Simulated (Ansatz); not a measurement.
Reaction (substitution at a C–O bond): `C[O][Ge]([O]C)([O]C)[O]C` + `CC(=N)Cl` → `C/N=C(/C)Cl` + `C[O][Ge]([OH])([O]C)[O]C`

Isolated molecules relaxed with PBE0-D4/def2-TZVP in Ansatz; ΔE leaves out vibrations. CCSD(T)/CBS adds triple-zeta CCSD(T) − MP2 to the extrapolated MP2 energy (def2 sets, frozen cores). Functionals use def2-TZVPP. B3LYP here is the variant with VWN-RPA as its local correlation; programs differ in this. For Ge outer-core shells are correlated without core-valence functions, which leaves a few kJ/mol of doubt a bond. Scalar relativity is left out up to krypton. One conformer a species, not always the lowest.

Q: Is it downhill or uphill in electronic energy at CCSD(T)/CBS, and by how much? (Best estimate.)

A: Computed: Downhill: ΔE = -8.9 kcal/mol.

Q: What do these levels give: BLYP-D4, B3LYP-D4, ωB97M-V, B3LYP, BHLYP, SCS-MP2/def2-QZVPP? (Best estimate.)

A: Computed: BLYP-D4 -8.6, B3LYP-D4 -8.5, ωB97M-V -8.3, B3LYP -9.0, BHLYP -8.4, SCS-MP2/def2-QZVPP -9.2 kcal/mol.

Largest T1 diagnostic among the species: 0.012.

At CCSD(T), def2-SVP lies +1.2 kcal/mol from the extrapolated value and def2-TZVPP +0.5 kcal/mol. In def2-TZVPP, CCSD(T) changes the Hartree–Fock value by −1.9 kcal/mol (the triples alone add −0.4 kcal/mol) and MP2 by −3.5 kcal/mol.
